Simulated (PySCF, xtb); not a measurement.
Cl₃Re, SMILES [Cl][Re]([Cl])[Cl] (connectivity only; charge and spin as stated), neutral, multiplicity 5.

Harmonic wavenumbers (cm⁻¹) from xtb 6.7.1 with GFN2-xTB at its own minimum, in rising order: 32, 90, 135, 333, 363, 391.

Problem. What does PBE-D3(BJ)/def2-SVP run with PySCF 2.14.0 give at its own minimum? (The exact figures need the calculation; the answer reports its results.)

Solution. 55, 75, 130, 367, 376, 389. Paired by order, the mean absolute difference is 15 cm⁻¹ and the zero-point energies are 1.9 and 2.0 kcal/mol.
